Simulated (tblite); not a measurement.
HB, charge +1, doublet, at a GFN2-xTB geometry (a state made from the parent by changing its charge; the spin is typed, not shown lowest); IPEA1-xTB (tblite).

Here is a job for tblite.
```
$ tblite run mol.xyz --method ipea1 --charge 1 --spin 1 --json tblite.json --no-restart

# file mol.xyz
2

B     -0.00000000    -0.00000000    -0.19907760
H      0.00000000     0.00000000     0.99538801
```

The log (banner, timings and long lists left out):

```
xTB calculator
 | screened Coulomb repulsion
 | Coulomb electrostatics
 |  * isotropic Klopman-Ohno-Mataga-Nishimoto electrostatics
 |  * onsite third-order electrostatics
 | DFT-D3(BJ) dispersion correction

halogen bonding energy    0.0000000000000E+00 Eh
repulsion energy          1.8078229367248E-02 Eh
dispersion energy        -1.0835369497905E-04 Eh
number of electrons       3.0000000000000E+00 e
integral cutoff           4.0000000000000E+01 bohr

------------------------------------------------------------
  cycle        total energy    energy error   density error
------------------------------------------------------------
      1     -1.237425069402  -1.2553949E+00   2.3944715E-01
      2     -1.281324355430  -4.3899286E-02   4.1530757E-02
      3     -1.281331210279  -6.8548485E-06   2.5009334E-02
      4     -1.281331462778  -2.5249927E-07   3.1226324E-04
      5     -1.281331521661  -5.8883223E-08   2.8944216E-05
      6     -1.281331522025  -3.6391512E-10   9.3516907E-06
------------------------------------------------------------

electronic energy        -1.2993013976973E+00 Eh
total energy             -1.2813315220250E+00 Eh

Post processing:
 | Mayer-Wiberg bond orders

[Info] JSON dump of results written to 'tblite.json'
```
